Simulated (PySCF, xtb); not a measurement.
MoO₂Cl, SMILES [O]=[Mo+](=[O])[Cl], charge +1, multiplicity 1.

xtb 6.7.1 with GFN2-xTB at its own geometry gives an orbital gap of 0.59 eV.

Coordinates come from a PBE-D3(BJ)/def2-SVP optimisation. The spin state was assumed, not searched. The isomer is the one that the SMILES or the coordinates give; other isomers of the formula were not compared. The def2 effective core potentials stand for the cores of Mo; spin–orbit coupling is left out.

Q: What does r2SCAN/def2-TZVPD (PySCF) give? (An estimate is asked for; the answer gives what the named calculation found.)

A: gap 2.84 eV (levels -14.53 and -11.68 eV).
